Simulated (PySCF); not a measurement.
InBr and its ions

RHF-SCS-MP2; PySCF, scalar-relativistic core potentials, basis sets In def2-TZVPPD with ECP28, Br def2-TZVPPD. Neutral (RHF): singlet (closed shell), Re = 2.565 Å, ωe = 219 cm⁻¹, De = 4.16 eV.

InBr⁺ (UHF): doublet (σ ↑), Re = 2.446 Å, ωe = 219 cm⁻¹, De = 0.25 eV to In⁺ + Br. The energies at the minima are -2762.21654 hartree for InBr and -2761.87493 for InBr⁺.

Question: Work out the adiabatic ionisation energy, without and with harmonic zero-point energies (1 hartree = 27.2114 eV, 1 eV = 8065.5 cm⁻¹), and the change of the bond length.

Answer: At SCS-MP2: 0.34161 hartree = 9.296 eV between the minima; the zero-point term (219.0 − 219.0)/2 cm⁻¹ = +0.000 eV makes it 9.296 eV. Re changes by -11.9 pm against the neutral. The electron leaves a σ orbital, and the shorter bond of the ion fits an antibonding orbital, or a change in how ionic the bond is.

InBr⁻ (UHF): doublet (π ↑), Re = 2.784 Å, ωe = 140 cm⁻¹, De = 1.09 eV to In + Br⁻. The energies at the minima are -2762.21654 hartree for InBr and -2762.22663 for InBr⁻.

Question: Work out the adiabatic electron affinity, without and with harmonic zero-point energies (1 hartree = 27.2114 eV, 1 eV = 8065.5 cm⁻¹), and the change of the bond length.

Answer: At SCS-MP2: 0.01009 hartree = 0.275 eV between the minima; the zero-point term (219.0 − 140.0)/2 cm⁻¹ = +0.005 eV makes it 0.279 eV. Re changes by +21.9 pm against the neutral. The electron enters a π orbital, and the longer bond of the ion fits an antibonding orbital, or a change in how ionic the bond is.

Correlated steps freeze 13 core orbitals. Weak bonds: InBr⁺. Basis-set superposition, not corrected here, can be much of De in a small basis, most of all at correlated wavefunction levels. Spin–orbit coupling is left out, which matters for elements this heavy, above all for dissociation energies. For an ion De counts to the pair picked by the measured ionisation energies or electron affinities, which need not be the lowest pair at this level. Where the molecule has an RHF reference, its open-shell atoms are computed with UHF. States were picked by a PBE0 search and need not be the measured ground states.

Neutral and ion stand on different kinds of reference determinant, which adds to the error of the difference.
